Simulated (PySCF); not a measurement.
# TPSS on As³⁺ (arsenic, charge +3)

Configuration: [Ar] 3d10 4s2, closed-shell 1S. All numbers are calculated (PySCF 2.14, the spin-free X2C one-electron Hamiltonian (Gaussian nucleus), in aug-cc-pVTZ-DK (7s6p4d2f, 59 functions)).

| Item | Value |
| --- | --- |
| Total energy | -2258.582 hartree |
| One-electron energy | -3103.678 hartree |
| Hartree (Coulomb) energy | 928.400 hartree |
| Exchange-correlation energy | -83.305 hartree |
| ⟨S²⟩ | 0.0000 |
| ⟨L²⟩ | 0.000 |
| Sum of ⟨r⟩ | 16.67 bohr |
| Sum of ⟨r²⟩ | 16.39 bohr² |
| Langevin diamagnetic susceptibility | -13.0 ×10⁻⁶ cm³/mol |

```csv
shell,electrons,mean orbital energy (hartree),"rms radius, mean of both spins (bohr)"
1s,2,-432.24604,0.0524
2s,2,-56.05475,0.220
2p,6,-49.26789,0.196
3s,2,-8.32482,0.641
3p,6,-6.21674,0.668
3d,10,-2.76380,0.753
4s,2,-1.62894,1.85
```

Densities and radii are taken from the X2C orbitals without a picture-change correction, which distorts them close to the nucleus.
